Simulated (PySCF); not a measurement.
B3LYP has the VWN-RPA correlation part, as in Gaussian. 

Cartesian coordinates (Å):
```xyz
8

C     -1.1041    -0.0568    -0.0171
C      0.3488     0.1039    -0.0088
C      1.5491    -0.2975     0.0863
O      1.1310     1.2513    -0.1792
H     -1.3832    -1.0962     0.1476
H     -1.5447     0.5683     0.7632
H     -1.5029     0.2814    -0.9765
H      2.5060    -0.7544     0.1845
```
Charge 0, multiplicity 1.

Give the HOMO–LUMO gap, dipole moment, HOMO, LUMO and total energy at the level B3LYP-D3(BJ)/def2-TZVP (PySCF).


```
Quantity             Result
-------------  ------------
HOMO–LUMO gap       5.39 eV
dipole moment        2.69 D
HOMO               -5.48 eV
LUMO               -0.09 eV
total energy   -191.8916 Ha
```
